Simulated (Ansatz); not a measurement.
`C[CH2][In]([Cl])[Cl]` and `C[NH][In]([Cl])[Cl]` differ in one atom or group.

Ansatz, PBE0-D4/def2-TZVP geometries, multiplicity 1. Each molecule was computed in one conformer, which needn't be the lowest.

Elements past krypton have def2 core potentials.

```
                                                                                  property  `C[CH2][In]([Cl])[Cl]`
                                                     HOMO–LUMO gap (B3LYP/def2-TZVPP) / eV                    6.04
                                                       LUMO energy (B3LYP/def2-TZVPP) / eV                   -1.90
ideal-gas entropy at 298 K and 1 bar (rigid rotor, harmonic PBE0-D4/def2-TZVP) / J/(mol·K)                     407
                                                      HOMO–LUMO gap (PBE0/def2-TZVPP) / eV                    6.57
                                                     LUMO energy (ωB97M-V/def2-TZVPP) / eV                    0.06
                                        size of the dipole moment (ωB97M-V/def2-TZVPP) / D                    3.98
```

Task: What does the change do to each property? (An estimate is asked.)

Result: Computed: 
```
                                                                                  property  `C[NH][In]([Cl])[Cl]`  shift
                                                     HOMO–LUMO gap (B3LYP/def2-TZVPP) / eV                   4.67  -1.37
                                                       LUMO energy (B3LYP/def2-TZVPP) / eV                  -2.30  -0.40
ideal-gas entropy at 298 K and 1 bar (rigid rotor, harmonic PBE0-D4/def2-TZVP) / J/(mol·K)                    398     -9
                                                      HOMO–LUMO gap (PBE0/def2-TZVPP) / eV                   5.19  -1.38
                                                     LUMO energy (ωB97M-V/def2-TZVPP) / eV                  -0.07  -0.13
                                        size of the dipole moment (ωB97M-V/def2-TZVPP) / D                   2.97  -1.01
```

With PBE0 the HOMO rises by 0.98 eV and the LUMO falls by 0.40 eV, so the gap narrows by about 1.38 eV. PBE moves the HOMO by 1.09 eV and ωB97M-V by 0.78 eV. The zero-point energy changes by -29.2 kJ/mol with -3 modes. Dipoles are sizes alone; their direction can turn. Modes under 60 cm⁻¹, often nearly free rotors, make the harmonic entropy too high.

B3LYP here is the variant with VWN-RPA as its local correlation; programs differ in this.
